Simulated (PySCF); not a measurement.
# Correlation energy of Pb (lead, neutral)

[Xe] 4f14 5d10 6s2 6p2, high-spin 3P determinant. Computed with PySCF 2.14 in aug-cc-pVQZ-PP with ECP60MDF, with a scalar-relativistic core potential. Frozen: 5s2 5p6 5d10; 4 electrons correlated.

```csv
level,correlation energy (mhartree)
CCSD,-49.25
(T),-1.27
CCSD(T),-50.52
```

Diagnostics: T1 = 0.0079, D1 = 0.0197, largest double amplitude 0.049.

Spin-orbit coupling is strong in this species (close to jj coupling), so the high-spin LS determinant is a model state, not a physical level.

Cost of the coupled-cluster step: of the order of 19 core-seconds, for 4 correlated electrons.

Spin-orbit coupling is strong in this species, so the high-spin LS determinant is a model state.
